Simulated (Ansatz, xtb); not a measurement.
## Relative energy of two structures of C2H2FGa+

Structure I is a doublet given by its coordinates and structure II is a doublet given by its coordinates. Both are isolated ions in the gas phase, relaxed with PBE0-D3(BJ)/def2-SVP.

I (Å):

```yaml
atoms:
  - { symbol: C, position_ang: [-0.3631, -1.4542, 0.1963] }
  - { symbol: C, position_ang: [-1.5866, -0.9614, 0.4549] }
  - { symbol: F, position_ang: [-0.1997, -2.4097, -0.6632] }
  - { symbol: Ga, position_ang: [-1.8175, 0.4811, 1.7545] }
  - { symbol: H, position_ang: [0.5782, -1.1248, 0.6542] }
  - { symbol: H, position_ang: [-2.5095, -1.3154, -0.0229] }
```

Close contacts (Å): C1–C2 1.34, C1–F3 1.30, C2–Ga4 1.96, C1–H5 1.10, C2–H6 1.10.

II (Å):

```yaml
atoms:
  - { symbol: C, position_ang: [-1.5315, -1.0347, 0.4421] }
  - { symbol: C, position_ang: [-0.2630, -1.0648, 0.0590] }
  - { symbol: F, position_ang: [-2.5213, -0.3426, -0.0311] }
  - { symbol: Ga, position_ang: [-2.0632, -2.2736, 2.0481] }
  - { symbol: H, position_ang: [0.0597, -0.4313, -0.7791] }
  - { symbol: H, position_ang: [0.4799, -1.6999, 0.5476] }
```

Close contacts (Å): C1–C2 1.33, C1–F3 1.30, C1–Ga4 2.10, C2–H5 1.10, C2–H6 1.09.

**Question.** Which of the two would you expect CCSD(T)/def2-SVP electronic energies to favour?

**Answer.** Structure I; the calculation gives E(II) − E(I) = +4.4 kcal/mol.

How the difference moves with the method:

```csv
level,geometry,E(II) − E(I) (kcal/mol),departure from the last row (kcal/mol),"job, with rough time for the two"
PBE0-D3(BJ)/def2-SVP,PBE0-D3(BJ)/def2-SVP,+3.4,−1.0,"optimisation, 99 s"
HF/def2-SVP,PBE0-D3(BJ)/def2-SVP,+6.2,+1.8,part of the CCSD(T) run
MP2/def2-SVP,PBE0-D3(BJ)/def2-SVP,+10.6,+6.1,part of the CCSD(T) run
CCSD(T)/def2-SVP,PBE0-D3(BJ)/def2-SVP,+4.4,,"single point, 54 s"
```

The levels shown agree on the order. The largest departure from CCSD(T)/def2-SVP is that of MP2/def2-SVP, 6.1 kcal/mol. Levels run at GFN2-xTB geometries aren't shown.

With harmonic frequencies from PBE0-D3(BJ)/def2-SVP (ideal gas, rigid rotor, one conformer each, 298.15 K, 1 atm): on the last row, ΔE + ΔZPE = +3.7, ΔH = +3.9, ΔG = +3.5 kcal/mol.

Open shells are spin-unrestricted, with notable spin contamination under HF/def2-SVP, MP2/def2-SVP, CCSD(T)/def2-SVP. The correlated steps freeze 12 core orbitals; the filled d shell of Ga is correlated, in a basis made for valence electrons. Programs: Ansatz 0.2.0; the last row on 1 thread of Intel(R) Xeon(R) Platinum 8259CL CPU @ 2.50GHz (Skylake/Cascade Lake) on a shared host.
